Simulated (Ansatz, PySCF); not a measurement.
Process, species as SMILES: [H]/[C-]=[O+]/[H] (CH2O) -> [CH-]=[O+] (CHO) + H atom (the H-O bond at the site shown breaks; other sites are not compared here)
Geometries: B3LYP-D3(BJ)/def2-TZVP minima from Ansatz (a first-principles code). Unstable Hartree-Fock reference: [H]/[C-]=[O+]/[H] (CH2O).

Quantity: bond dissociation energy (enthalpy at 298 K, with B3LYP-D3(BJ) rigid-rotor harmonic-oscillator terms from PySCF), in kcal/mol. Correlated levels leave the core frozen unless marked. UHF or UKS for open shells. No spin-orbit coupling. No relativistic terms. CBS(X,Y): correlation extrapolated as X^-3; Hartree-Fock from the larger set.

CCSD(T)/CBS(aug-cc-pVTZ,aug-cc-pVQZ) (Ansatz) gives 36.6 kcal/mol.

Q: Another calculation gave 31.1 kcal/mol. Which level was it?
A. M06-2X/def2-TZVPD (PySCF)
B. B2PLYP/def2-TZVPD (Ansatz)
C. HF/def2-TZVPD (PySCF)
D. revPBE/def2-TZVPD (Ansatz)

A: B, B2PLYP/def2-TZVPD (Ansatz). The others give 36.2 (M06-2X), 28.3 (revPBE), 19.1 (HF) kcal/mol.
